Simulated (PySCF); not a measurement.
# Indirect couplings

Geometry:
```
atom   x (Å)   y (Å)   z (Å)
  F1  -0.002  -0.822  -1.979
  C2   0.206  -1.039  -0.623
  C3   1.045   0.117  -0.091
  C4   0.244   1.422  -0.184
 Ge5  -1.612   0.855   0.176
  C6  -1.153  -1.063   0.061
  H7   0.740  -2.001  -0.529
  H8   1.306  -0.106   0.958
  H9   1.992   0.171  -0.651
 H10   0.606   2.190   0.513
 H11   0.299   1.840  -1.201
 H12  -2.116   1.247   1.580
 H13  -2.628   1.330  -0.877
 H14  -1.863  -1.679  -0.507
 H15  -1.066  -1.484   1.074
```

Indirect spin–spin couplings were computed at B3LYP/pcJ-1 (pcSseg-1 on Ge) (spin–dipole term only in couplings to heteroatoms) (PySCF 2.14) on a PBE0-D3(BJ)/def2-SVP structure, for the isolated molecule, without vibrational or relativistic corrections. Couplings are averaged over pairs made equivalent by symmetry, fast rotation or ring inversion, so a value needn't be that of the named pair in this geometry, while other rotamers aren't included; one pair stands for each set, and the list holds a selection of those of at least 1.5 Hz over up to four bonds. One-bond C–F couplings come out tens of Hz too large with common functionals.

Isotopes: 19F, 13C, 1H.

```json
{"pair": "F1, C2", "bonds": "1", "J (Hz)": "-221.9"}
{"pair": "C2, C3", "bonds": "1", "J (Hz)": "39.3"}
{"pair": "C2, C6", "bonds": "1", "J (Hz)": "38.3"}
{"pair": "C2, H7", "bonds": "1", "J (Hz)": "?"}
{"pair": "C3, C4", "bonds": "1", "J (Hz)": "34.8"}
{"pair": "C3, H8", "bonds": "1", "J (Hz)": "?"}
{"pair": "C3, H9", "bonds": "1", "J (Hz)": "?"}
{"pair": "C4, H10", "bonds": "1", "J (Hz)": "142.7"}
{"pair": "C4, H11", "bonds": "1", "J (Hz)": "139.4"}
{"pair": "C6, H14", "bonds": "1", "J (Hz)": "144.6"}
{"pair": "C6, H15", "bonds": "1", "J (Hz)": "133.1"}
{"pair": "F1, H7", "bonds": "2", "J (Hz)": "58.2"}
{"pair": "C3, H7", "bonds": "2", "J (Hz)": "3.3"}
{"pair": "C3, H10", "bonds": "2", "J (Hz)": "-1.9"}
{"pair": "C3, H11", "bonds": "2", "J (Hz)": "-3.7"}
{"pair": "H8, H9", "bonds": "2", "J (Hz)": "-15.1"}
{"pair": "H14, H15", "bonds": "2", "J (Hz)": "-14.8"}
{"pair": "F1, C4", "bonds": "3", "J (Hz)": "?"}
{"pair": "F1, H15", "bonds": "3", "J (Hz)": "49.9"}
{"pair": "C3, H14", "bonds": "3", "J (Hz)": "8.5"}
{"pair": "C4, H7", "bonds": "3", "J (Hz)": "6.9"}
{"pair": "H7, H15", "bonds": "3", "J (Hz)": "?"}
{"pair": "H8, H11", "bonds": "3", "J (Hz)": "?"}
{"pair": "H9, H11", "bonds": "3", "J (Hz)": "9.5"}
{"pair": "H11, H13", "bonds": "3", "J (Hz)": "?"}
{"pair": "H8, H13", "bonds": "4", "J (Hz)": "?"}
```

Problem. Estimate the withheld couplings, with signs.

Solution. 
- 1J(C2,H7) = 159.9 Hz (bond length 1.105 Å, sp3 carbon)
- 1J(C3,H8) = 129.1 Hz (bond length 1.103 Å, sp3 carbon)
- 1J(C3,H9) = 139.2 Hz (bond length 1.102 Å, sp3 carbon)
- 3J(F1,C4) = 3.4 Hz (dihedral angle 65°)
- 3J(H7,H15) = 4.0 Hz (dihedral angle 48°)
- 3J(H8,H11) = 15.2 Hz (dihedral angle 159°)
- 3J(H11,H13) = 4.0 Hz (dihedral angle 11°)
- 4J(H8,H13) = -2.1 Hz

Relativistic effects of the heavier atoms present are left out.
